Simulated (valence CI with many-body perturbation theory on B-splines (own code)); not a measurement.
# E1 transitions of Hg74+

Computed by relativistic CI+MBPT: four valence electrons over a frozen Dirac-Fock core [He], radial functions for each j: 11 s, 11 p, 9 d, 7 f, 5 g, 2 h, 1 i, with the one-electron correlation potential Σ1 (screened to all orders), the two-electron term Σ2, the three-electron term Σ3, Breit, model QED; selected single and double excitations, second order for the rest (own B-spline code, finite nucleus).

No measured spectrum was set against this ion. As an estimate, large intervals hold to a few tenths of a per cent, small ones and those within an open d or f shell to about a per cent. Among the levels kept, up to 300 cm⁻¹ of a level comes from second order outside the variational space, and about a tenth of that is noise between levels of different J, which matters for small intervals.

Lines 101 to 150 of 248 in falling wavelength, among levels below 15931 eV, chosen from the strongest by gf and those to the six lowest levels. Wavelengths and rates use the calculated energies. Electric multipoles are in the length gauge, E1 and E2 with the static RPA response of the core. Weak lines are less certain than strong ones. Lines between different terms over intervals too small for the method are left out, as are lines whose strength nearly cancels. The highest levels of a list are the least certain.

Levels are named by their leading jj configuration (3d3/2^4 stands for four electrons in 3d with j = 3/2), which in mixed levels can hold well under half, so a name can repeat and another be missing. Letters in brackets count levels of one name in rising energy.

| λ vac (nm) | Upper | Lower | A (s⁻¹) | S (a.u.) |
| --- | --- | --- | --- | --- |
| 0.4939 | (2s 2p3/2^3) J=1 | (2s^2 2p3/2^2) J=2 | 3.70e+13 | 6.60e-03 |
| 0.4923 | (2p1/2^2 2p3/2^2) J=2 | (2s 2p1/2^2 2p3/2) J=2 | 2.07e+13 | 6.08e-03 |
| 0.4878 | (2p1/2 2p3/2^3) J=2 | (2s 2p1/2 2p3/2^2) J=3 | 1.06e+13 | 3.04e-03 |
| 0.1195 | (2s 2p1/2^2 3s) J=1 | (2s 2p1/2^2 2p3/2) J=1 | 5.30e+13 | 1.34e-04 |
| 0.1190 | (2s 2p1/2^2 3s) J=0 | (2s 2p1/2^2 2p3/2) J=1 | 3.23e+14 | 2.68e-04 |
| 0.1190 | (2p1/2^2 2p3/2 3s) J=2 | (2p1/2^2 2p3/2^2) J=2 | 1.73e+14 | 7.18e-04 |
| 0.1188 | (2p1/2^2 2p3/2 3s) J=1 | (2p1/2^2 2p3/2^2) J=2 | 2.85e+14 | 7.07e-04 |
| 0.1185 | (2s 2p1/2 2p3/2 3s) J=3 | (2s 2p1/2 2p3/2^2) J=3 | 1.56e+14 | 8.94e-04 |
| 0.1184 | (2s 2p1/2^2 3s) J=1 | (2s 2p1/2^2 2p3/2) J=2 | 2.91e+14 | 7.15e-04 |
| 0.1182 | (2s^2 2p1/2 3s) J=1 | (2s^2 2p1/2 2p3/2) J=2 | 2.85e+14 | 6.97e-04 |
| 0.1181 | (2s 2p1/2 2p3/2 3s) J=2 [b] | (2s 2p1/2 2p3/2^2) J=3 | 2.39e+14 | 9.71e-04 |
| 0.1181 | (2s^2 2p1/2 3s) J=0 | (2s^2 2p1/2 2p3/2) J=1 | 3.45e+14 | 2.80e-04 |
| 0.1180 | (2s 2p1/2 2p3/2 3s) J=1 [a] | (2s 2p1/2 2p3/2^2) J=2 [a] | 2.61e+14 | 6.36e-04 |
| 0.1180 | (2s^2 2p1/2 3s) J=1 | (2s^2 2p1/2 2p3/2) J=1 | 5.61e+13 | 1.36e-04 |
| 0.1180 | (2s^2 2p3/2 3s) J=2 | (2s^2 2p3/2^2) J=2 | 1.76e+14 | 7.14e-04 |
| 0.1179 | (2s^2 2p3/2 3s) J=1 | (2s^2 2p3/2^2) J=2 | 2.91e+14 | 7.05e-04 |
| 0.1109 | (2s 2p1/2^2 3d3/2) J=1 | (2s 2p1/2^2 2p3/2) J=1 | 2.75e+14 | 5.56e-04 |
| 0.1109 | (2s 2p1/2^2 3d3/2) J=2 | (2s 2p1/2^2 2p3/2) J=1 | 1.42e+13 | 4.77e-05 |
| 0.1100 | (2s 2p1/2 2p3/2 3d3/2) J=2 [a] | (2s 2p1/2 2p3/2^2) J=2 [a] | 1.95e+14 | 6.39e-04 |
| 0.1100 | (2s 2p1/2^2 3d3/2) J=1 | (2s 2p1/2^2 2p3/2) J=2 | 6.11e+13 | 1.20e-04 |
| 0.1099 | (2s 2p1/2^2 3d3/2) J=2 | (2s 2p1/2^2 2p3/2) J=2 | 3.69e+14 | 1.21e-03 |
| 0.1099 | (2s^2 2p1/2 3d3/2) J=2 | (2s^2 2p1/2 2p3/2) J=2 | 3.31e+14 | 1.08e-03 |
| 0.1098 | (2s 2p1/2 2p3/2 3d3/2) J=2 [b] | (2s 2p1/2 2p3/2^2) J=3 | 2.73e+14 | 8.93e-04 |
| 0.1097 | (2s^2 2p1/2 3d3/2) J=2 | (2s^2 2p1/2 2p3/2) J=1 | 3.65e+13 | 1.19e-04 |
| 0.1097 | (2s 2p1/2 2p3/2 3d5/2) J=2 [a] | (2s 2p1/2 2p3/2^2) J=1 [a] | 3.07e+14 | 1.00e-03 |
| 0.1096 | (2s^2 2p1/2 3d3/2) J=1 | (2s^2 2p1/2 2p3/2) J=2 | 5.81e+13 | 1.13e-04 |
| 0.1095 | (2s^2 2p3/2 3d3/2) J=2 | (2s^2 2p3/2^2) J=2 | 2.13e+14 | 6.90e-04 |
| 0.1095 | (2s^2 2p1/2 3d3/2) J=1 | (2s^2 2p1/2 2p3/2) J=1 | 3.13e+14 | 6.07e-04 |
| 0.1095 | (2s^2 2p3/2 3d3/2) J=3 | (2s^2 2p3/2^2) J=2 | 5.73e+13 | 2.60e-04 |
| 0.1094 | (2s 2p1/2 2p3/2 3d5/2) J=1 [a] | (2s 2p1/2 2p3/2^2) J=1 [a] | 5.53e+14 | 1.07e-03 |
| 0.1094 | (2s^2 2p3/2 3d3/2) J=1 | (2s^2 2p3/2^2) J=2 | 3.99e+14 | 7.73e-04 |
| 0.1094 | (2s 2p1/2 2p3/2 3d5/2) J=3 [b] | (2s 2p1/2 2p3/2^2) J=2 [b] | 1.96e+14 | 8.84e-04 |
| 0.1093 | (2s 2p1/2 2p3/2 3d5/2) J=2 [b] | (2s 2p1/2 2p3/2^2) J=1 [b] | 5.37e+14 | 1.73e-03 |
| 0.1093 | (2s 2p1/2 2p3/2 3d5/2) J=2 [b] | (2s 2p1/2 2p3/2^2) J=2 [b] | 8.61e+14 | 2.77e-03 |
| 0.1092 | (2s 2p1/2 2p3/2 3d5/2) J=1 [a] | (2s 2p1/2 2p3/2^2) J=0 | 1.37e+15 | 2.65e-03 |
| 0.1092 | (2s 2p1/2 2p3/2 3d5/2) J=1 [b] | (2s 2p1/2 2p3/2^2) J=1 [b] | 1.48e+15 | 2.85e-03 |
| 0.1091 | (2s 2p1/2^2 3d5/2) J=2 | (2s 2p1/2^2 2p3/2) J=1 | 1.87e+15 | 6.01e-03 |
| 0.1091 | (2s 2p1/2 2p3/2 3d5/2) J=1 [b] | (2s 2p1/2 2p3/2^2) J=2 [b] | 3.94e+14 | 7.59e-04 |
| 0.1091 | (2s 2p1/2 2p3/2 3d5/2) J=0 | (2s 2p1/2 2p3/2^2) J=1 [b] | 2.16e+15 | 1.39e-03 |
| 0.1084 | (2s^2 2p3/2 3d5/2) J=1 | (2s^2 2p3/2^2) J=0 | 2.10e+15 | 3.96e-03 |
| 0.1084 | (2s 2p1/2^2 3d5/2) J=3 | (2s 2p1/2^2 2p3/2) J=2 | 2.10e+15 | 9.23e-03 |
| 0.1084 | (2s 2p1/2 2p3/2 3d5/2) J=3 [b] | (2s 2p1/2 2p3/2^2) J=3 | 1.61e+15 | 7.09e-03 |
| 0.1083 | (2s 2p1/2 2p3/2 3d5/2) J=4 [b] | (2s 2p1/2 2p3/2^2) J=3 | 2.69e+15 | 1.52e-02 |
| 0.1083 | (2s 2p1/2 2p3/2 3p3/2) J=3 [a] | (2s^2 2p3/2^2) J=2 | 1.83e+13 | 8.02e-05 |
| 0.1083 | (2s 2p1/2 2p3/2 3d5/2) J=2 [a] | (2s 2p1/2 2p3/2^2) J=2 [a] | 1.42e+15 | 4.43e-03 |
| 0.1083 | (2s^2 2p1/2 3d5/2) J=2 | (2s^2 2p1/2 2p3/2) J=2 | 2.16e+14 | 6.77e-04 |
| 0.1083 | (2s 2p1/2 2p3/2 3d5/2) J=3 [a] | (2s 2p1/2 2p3/2^2) J=2 [a] | 2.79e+15 | 1.22e-02 |
| 0.1083 | (2s 2p1/2 2p3/2 3d5/2) J=2 [b] | (2s 2p1/2 2p3/2^2) J=3 | 3.33e+14 | 1.04e-03 |
| 0.1082 | (2s^2 2p1/2 3d5/2) J=3 | (2s^2 2p1/2 2p3/2) J=2 | 2.10e+15 | 9.21e-03 |
| 0.1082 | (2s 2p1/2^2 3d5/2) J=2 | (2s 2p1/2^2 2p3/2) J=2 | 1.70e+14 | 5.30e-04 |
